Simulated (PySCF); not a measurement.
## Trend along the fourth-period p block: MCl molecules

MP2 with double-zeta basis sets in PySCF, for the lowest determinant that a PBE0 search found; no spin–orbit coupling. De refers to high-spin ground-configuration atoms.

```json
{"M": "Ga", "basis": "cc-pVDZ-PP/cc-pV(D+d)Z", "reference, frozen orbitals": "RHF, 9", "state (unpaired electrons)": "singlet (closed shell)", "Re (Å)": "2.234", "ωe (cm⁻¹)": "370", "De (eV)": "4.57"}
{"M": "Ge", "basis": "cc-pVDZ-PP/cc-pV(D+d)Z", "reference, frozen orbitals": "UHF, 9", "state (unpaired electrons)": "doublet (π ↑)", "Re (Å)": "2.192", "ωe (cm⁻¹)": "409", "De (eV)": "3.64"}
{"M": "Br", "basis": "cc-pVDZ-PP/cc-pV(D+d)Z", "reference, frozen orbitals": "RHF, 9", "state (unpaired electrons)": "singlet (closed shell)", "Re (Å)": "2.164", "ωe (cm⁻¹)": "440", "De (eV)": "1.87"}
```

The shortest bond is that of BrCl (2.164 Å), the longest that of GaCl (2.234 Å). GaCl is bound most strongly (4.57 eV) and BrCl least (1.87 eV).

The state changes along the series, so neighbouring rows are not always alike in their bonding.

Correlated steps freeze 9 core orbitals. Correlated levels converge slowly with the basis: in double zeta they bind strong bonds too weakly, by up to about 1 eV, and carry superposition errors of some tenths. Where the molecule has an RHF reference, its open-shell atoms are computed with UHF. States were picked by a PBE0 search and need not be the measured ground states.
